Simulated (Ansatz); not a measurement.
**Ligand exchange: C2H9ClSi2 + MgH(OH) → C2H10OSi2 + MgHCl**

Gas-phase species: C2H9ClSi2 `[SiH3]CC[SiH2]Cl`, singlet; MgH(OH), singlet; C2H10OSi2 `O[SiH2]CC[SiH3]`, singlet; MgHCl `[MgH][Cl]`, singlet. The partners trade Cl for OH: Si–Cl and Mg–OH bonds give way to Si–OH and Mg–Cl.

Shapes, held fixed at every level: PBE0-D4/def2-TZVP. Flexible molecules stand in one conformer, not always the lowest. Programs: Ansatz 0.2.0. Electronic energies: no zero-point or thermal term.

(1) Estimate ΔE of this reaction.

Answers

(1) The highest level, CCSD(T)/def2-TZVPP, gives ΔE = -75.2 kJ/mol; the levels span -76.8 to -68.8. The column of differences is taken from that level and isn't an error. No measured value is set beside it here. Outer-core shells of Mg are correlated, in sets that cover them unevenly. Sets without diffuse functions underbind ionic bonds of s-block metals.

```
             level                    kind  ΔE (kJ/mol)  less CCSD(T)/def2-TZVPP
 PBE-D4/def2-TZVPP                     GGA        -68.8                     +6.4
PBE0-D4/def2-TZVPP           global hybrid        -73.8                     +1.4
wB97M-V/def2-TZVPP  range-separated hybrid        -73.6                     +1.6
wB97X-V/def2-TZVPP  range-separated hybrid        -74.0                     +1.2
 B2PLYP/def2-TZVPP           double hybrid        -74.8                     +0.4
    MP2/def2-TZVPP     perturbation theory        -69.7                     +5.5
   CCSD/def2-TZVPP   coupled cluster or CI        -76.8                     -1.6
CCSD(T)/def2-TZVPP   coupled cluster or CI        -75.2                      0.0
```
